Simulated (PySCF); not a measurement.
Method: delta-SCF UKS SCAN, pcX-2 on the ionised atom, pcseg-1 elsewhere, spin-free X2C in PySCF 2.14.0. Geometries: PBE0-D3(BJ)/def2-SVP; isolated species, one conformer each. Kα1 is taken as the energy difference of the 1s-hole and 2p3/2-hole states at the ground state's geometry. For 2p shells one spin-free hole was relaxed; a mean-field spin–orbit operator and the ground-state splitting of the three 2p orbitals were then diagonalised within the shell. The shell's mean is (2 × 2p3/2 + 2p1/2)/3, and the degeneracies 2j + 1 give areas of 2:1.

```tsv
site	Si 2p3/2 (eV)
Si4 in `[CH3:1][B:2]([CH3:3])[SiH2:4][N:5]([SiH3:6])[SiH3:7]`	106.28
silicon in `C1C=C[SiH2]C=1`	106.58
Si4 in `[CH3:1][Si@H:2]1[CH2:3][Si@H:4]([C:5]([F:6])([F:7])[F:8])[CH2:9]1`	106.85
```

**Question.** What are the Si 1s binding energies, and the Kα1 emission energies that follow?

**Answer.** 
| site | bonded to | 1s (eV) | 2p3/2 (eV) | Kα1 = 1s − 2p3/2 (eV) |
| --- | --- | --- | --- | --- |
| Si4 in `[CH3:1][B:2]([CH3:3])[SiH2:4][N:5]([SiH3:6])[SiH3:7]` | N, 2 H and B | 1846.12 | 106.28 | 1739.84 |
| silicon in `C1C=C[SiH2]C=1` | 2 C and 2 H | 1846.34 | 106.58 | 1739.76 |
| Si4 in `[CH3:1][Si@H:2]1[CH2:3][Si@H:4]([C:5]([F:6])([F:7])[F:8])[CH2:9]1` | 3 C and H | 1846.62 | 106.85 | 1739.77 |

Ranges: 1s 0.50 eV, 2p3/2 0.57 eV, Kα1 0.08 eV.
